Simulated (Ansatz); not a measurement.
Wavefunction ladder for C2H6FNSSi, SMILES `FC1NC[SiH2]S1`

Z-matrix (Å, degrees):
```
C
N 1 1.404
S 1 1.823 2 111.3
F 1 1.402 2 112.2 3 121.7
H 1 1.091 2 110.9 3 -120.6
C 2 1.456 1 114.9 3 -51.9
H 2 1.012 1 111.0 3 177.5
Si 3 2.137 1 92.0 2 25.7
H 6 1.098 2 113.7 1 -71.4
H 6 1.092 2 109.6 1 167.3
H 8 1.485 3 111.6 1 -119.0
H 8 1.484 3 113.1 1 118.1
```

The species carries charge 0 and has multiplicity 1. All single points use the PBE0-D4/def2-TZVP geometry. Frozen core, restricted reference, Ansatz 0.2.0. CBS rows extrapolate triple and quadruple zeta; past MP2 they add the triple-zeta difference.

```csv
basis,HF (Eh),MP2 corr.,CCSD corr.,(T),CCSD(T) total
def2-TZVPP,-919.71469,?,-1.13161,-0.04759,?
def2-QZVPP,?,-1.17088,–,–,–
CBS(def2),-919.74929,?,?,as TZ,?
```

Question: Fill in the withheld values. (Estimate.)

Answer: Computed: def2-TZVPP MP2 corr.: -1.08495; def2-TZVPP CCSD(T) total: -920.89389; def2-QZVPP HF (Eh): -919.74511; CBS(def2) MP2 corr.: -1.23454; CBS(def2) CCSD corr.: -1.28119; CBS(def2) CCSD(T) total: -921.07807.
